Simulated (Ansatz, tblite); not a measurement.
Removing and adding an electron: the cluster Ge₂H₂. Charge 0, multiplicity 1. Geometry: r2SCAN-D4/def2-TZVP. Ansatz, gas phase; energy differences of separate SCF runs; the oxidised species was run as a doublet alone; the reduced species was run as a doublet alone.

```xyz
4

Ge    1.231    0.178   -0.017
Ge   -0.926   -0.547   -0.624
H    -0.021   -0.674    0.878
H    -0.284    1.043   -0.236
```

The xTB rows come from tblite. Correlated methods freeze 18 core orbitals; core or outer-core shells of Ge are correlated, in sets that lack core-valence functions. In CCSD on the charge -1 doublet the largest single amplitude is 0.38, so its Hartree–Fock determinant may place the open shell otherwise than the density functionals do. The structure comes from a short search, and lower isomers may exist.

Estimate orbital energies and vertical ionisation energies and electron affinities at: GFN1-xTB; GFN2-xTB; HF/def2-TZVPP; PBE-D4/def2-TZVP; PBE-D4/def2-TZVPD; r2SCAN-D4/def2-TZVP; r2SCAN-D4/def2-TZVPD; PBE0-D4/def2-TZVP; PBE0-D4/def2-TZVPD; MP2/def2-TZVPP; CCSD/def2-TZVPD; CCSD/def2-TZVPP; CCSD(T)/def2-TZVPD; CCSD(T)/def2-TZVPP.


| level | −HOMO (eV) | vertical IE (eV) | −LUMO (eV) | vertical EA (eV) | HOMO–LUMO gap (eV) | IE − EA (eV) | remarks |
| --- | --- | --- | --- | --- | --- | --- | --- |
| GFN1-xTB | 9.26 | 11.83 | 7.63 | 5.72 | 1.64 | 6.11 | – |
| GFN2-xTB | 7.94 | 11.96 | 5.79 | 1.74 | 2.15 | 10.22 | – |
| HF/def2-TZVPP | – | 6.83 | – | – | – | – | – |
| PBE-D4/def2-TZVP | 4.83 | 7.75 | 2.64 | – | 2.19 | – | – |
| PBE-D4/def2-TZVPD | 4.88 | – | 2.69 | 0.23 | 2.19 | – | HOMO above zero (-1 doublet) |
| r2SCAN-D4/def2-TZVP | 5.08 | 7.80 | 2.58 | – | 2.50 | – | – |
| r2SCAN-D4/def2-TZVPD | 5.10 | – | 2.60 | 0.33 | 2.50 | – | HOMO above zero (-1 doublet) |
| PBE0-D4/def2-TZVP | 5.73 | 7.78 | 1.87 | – | 3.86 | – | – |
| PBE0-D4/def2-TZVPD | 5.75 | – | 1.92 | 0.21 | 3.84 | – | HOMO above zero (-1 doublet) |
| MP2/def2-TZVPP | – | 7.93 | – | – | – | – | – |
| CCSD/def2-TZVPD | – | – | – | -0.07 | – | – | large T1 (0.054) (-1 doublet) |
| CCSD/def2-TZVPP | – | 7.80 | – | – | – | – | – |
| CCSD(T)/def2-TZVPD | – | – | – | -0.04 | – | – | large T1 (0.054) (-1 doublet) |
| CCSD(T)/def2-TZVPP | – | 7.88 | – | – | – | – | – |

Relaxing the oxidised species (r2SCAN-D4/def2-TZVP) changes its energy by -0.05 eV at PBE-D4/def2-TZVP, so the adiabatic ionisation energy to this nearest minimum is 7.70 eV. At PBE0-D4/def2-TZVP it is 7.74 eV.  Run but left out: HF/def2-TZVPD, MP2/def2-TZVPD (charge -1 doublet: a determinant that CCSD turns far, T1 0.054).   A HOMO above zero means that the electron is unbound at that level or that self-interaction error raises the level; the energy of removing that electron tells which. Raw xTB energy differences between charge states are shifted by several eV; the methods need an empirical correction for them. A negative affinity means that the extra electron isn't bound; its size then hangs on the basis.
